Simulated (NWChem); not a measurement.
System: C3HCl2F; SMILES FC(Cl)=C=CCl

The following NWChem deck was run.

```
start job
memory heap 200 mb stack 900 mb global 1100 mb
geometry units angstroms noautosym nocenter noautoz
  F     -1.562115     1.608863     0.256215
  C     -0.403536     1.055824    -0.051347
  Cl     0.901368     2.167079     0.064645
  C     -0.266851    -0.193986    -0.410070
  C     -0.110208    -1.436445    -0.781458
  Cl     0.199383    -2.739682     0.313817
  H     -0.163620    -1.758399    -1.827093
end
basis spherical
  * library pcsseg-1
end
dft
  xc pbe0
  iterations 150
end
property
  shielding
end
task dft property
```

The geometry was optimised at PBE0/def2-SVP.

GIAO values for the isolated, static molecule; σ is the absolute isotropic shielding, δ = σ(reference) − σ with the isolated reference molecule computed at the same levels (13C: tetramethylsilane, 19F: trichlorofluoromethane, 1H: tetramethylsilane).

Atoms are numbered as in the input.

Give the results of this calculation. (PBE0/pcSseg-1, GIAO.) Quantities: δ F1 (ppm); δ C2 (ppm); σ Cl3 (ppm); δ C4 (ppm); δ C5 (ppm); σ Cl6 (ppm); δ H7 (ppm).


- δ F1 (ppm) = -76.5
- δ C2 (ppm) = 147.3
- σ Cl3 (ppm) = 658.9
- δ C4 (ppm) = 201.0
- δ C5 (ppm) = 114.7
- σ Cl6 (ppm) = 684.4
- δ H7 (ppm) = 6.77
